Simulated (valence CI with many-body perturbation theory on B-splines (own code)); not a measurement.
From CI to CI+MBPT in Nd⁴⁷⁺

Calculated by configuration interaction combined with many-body perturbation theory (CI+MBPT): three valence electrons over a frozen Dirac-Fock core [Ne], a basis of 11 s, 11 p, 9 d, 7 f, 5 g, 2 h, 1 i functions for each j, with the one-electron correlation potential Σ1, the two-electron term Σ2, the three-electron term Σ3, Breit, model QED; selected CI, second order for the rest (own B-spline code, finite nucleus).

The last digits are not significant, and no measured levels were compared; by estimate large intervals hold to a few tenths of a per cent, small ones and those within an open d or f shell to about a per cent.

Each rung adds one term. CI alone is the Dirac-Coulomb CI over the frozen core; QED comes last and gives the full result, which names the levels. Energies are above (3s^2 3p1/2) J=1/2 on the same rung, in Ry.

Levels are named by their leading jj configuration (3d3/2^4 stands for four electrons in 3d with j = 3/2), which in mixed levels can hold well under half, so a name can repeat and another be missing. Letters in brackets count levels of one name in rising energy.

```csv
Level,CI alone,Σ1,Σ2,Σ3,Breit,QED,Full
(3s 3p1/2^2) J=1/2,8.842,-0.0177,-0.0005,+0.0009,+0.1388,-0.1572,8.807
(3s^2 3p3/2) J=3/2,10.043,+0.0079,+0.0045,+0.0001,-0.1351,+0.0142,9.935
(3s 3p1/2 3p3/2) J=3/2 [a],17.298,-0.0099,+0.0184,+0.0020,+0.0044,-0.1409,17.172
(3s 3p1/2 3p3/2) J=5/2,18.307,-0.0096,+0.0101,+0.0015,-0.0273,-0.1382,18.144
(3s 3p1/2 3p3/2) J=3/2 [b],19.587,-0.0095,-0.0035,+0.0011,-0.0323,-0.1231,19.419
(3s 3p1/2 3p3/2) J=1/2,20.196,-0.0099,-0.0314,+0.0001,+0.0080,-0.1436,20.020
(3s^2 3d3/2) J=3/2,23.253,-0.0080,-0.0410,-0.0027,-0.1570,-0.0309,23.014
(3s^2 3d5/2) J=5/2,24.961,-0.0008,-0.0161,-0.0013,-0.2471,-0.0164,24.679
(3s 3p3/2^2) J=5/2,28.368,-0.0019,-0.0018,-0.0001,-0.1511,-0.1168,28.096
(3p1/2^2 3p3/2) J=3/2,28.467,-0.0267,-0.0121,+0.0027,+0.0938,-0.2661,28.258
(3s 3p1/2 3d3/2) J=3/2 [a],29.520,-0.0256,-0.0016,+0.0002,-0.0281,-0.1796,29.285
(3s 3p1/2 3d3/2) J=5/2,30.250,-0.0252,-0.0039,+0.0004,-0.0668,-0.1656,29.989
(3s 3p3/2^2) J=1/2,30.251,-0.0018,-0.0107,-0.0003,-0.1207,-0.1271,29.990
(3s 3p3/2^2) J=3/2,30.680,-0.0019,-0.0328,-0.0003,-0.1365,-0.1274,30.382
(3s 3p1/2 3d3/2) J=1/2,31.715,-0.0253,-0.0332,-0.0013,-0.0377,-0.1647,31.452
(3s 3p1/2 3d3/2) J=3/2 [b],31.912,-0.0245,-0.0323,-0.0024,-0.0478,-0.1689,31.636
(3s 3p1/2 3d5/2) J=5/2 [a],32.637,-0.0184,-0.0126,-0.0013,-0.1184,-0.1594,32.327
(3s 3p1/2 3d5/2) J=7/2,33.298,-0.0181,-0.0146,-0.0007,-0.1527,-0.1583,32.953
(3s 3p1/2 3d5/2) J=5/2 [b],33.920,-0.0185,-0.0186,-0.0030,-0.1280,-0.1631,33.588
```

The middle columns are the shifts that each term adds.

(1) How does the ionisation energy move along the ladder, and which term matters most?

Answers

(1) CI alone 4002.0, + Σ1 4003.1, + Σ2 4003.0, + Σ3 4002.9, + Breit 3998.4, + QED 3998.4 eV. The largest step is Breit, -4.6 eV. NIST lists 3997 ± 4 eV (theoretical).
